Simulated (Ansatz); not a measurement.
Species: C₂H₂F₃, net charge 0, doublet state. It need not be the lowest isomer of its formula. 
Coordinates optimised at B3LYP-D3(BJ)/def2-TZVP (Ansatz, a quantum-chemistry and plane-wave program):
SMILES: C(F)(F)([CH2])F
```xyz
7

C      1.4916     0.0138    -0.1023
C      0.0184     0.0009    -0.0097
F     -0.5188    -1.0368    -0.6840
F     -0.4098    -0.1095     1.2754
F     -0.5262     1.1336    -0.4999
H      2.0138     0.9510     0.0039
H      2.0202    -0.9244    -0.1551
```
Charge 0, spin multiplicity 2.

Parts of the frozen-core correlation energy in STO-3G (Ansatz, hartree). Frozen orbitals: 5; correlated occupied orbitals by spin: 16 and 15; virtual: 6 and 7. Open shells are spin-unrestricted. No spin-orbit coupling. Non-relativistic.

| term | value |
|---|---|
| reference (HF) | -370.03983 |
| MP2 opposite-spin | ___ |
| MP2 same-spin | ___ |
| CCSD correlation | ___ |
| (T) | -0.00432 |
| T1 diagnostic | 0.009 |
| largest doubles amplitude | 0.040 |
| <S^2> of the reference | 0.765 |

Problem. Complete the blanks.

Solution. 
- MP2 opposite-spin, value: -0.10880
- MP2 same-spin, value: -0.01818
- CCSD correlation, value: -0.16627
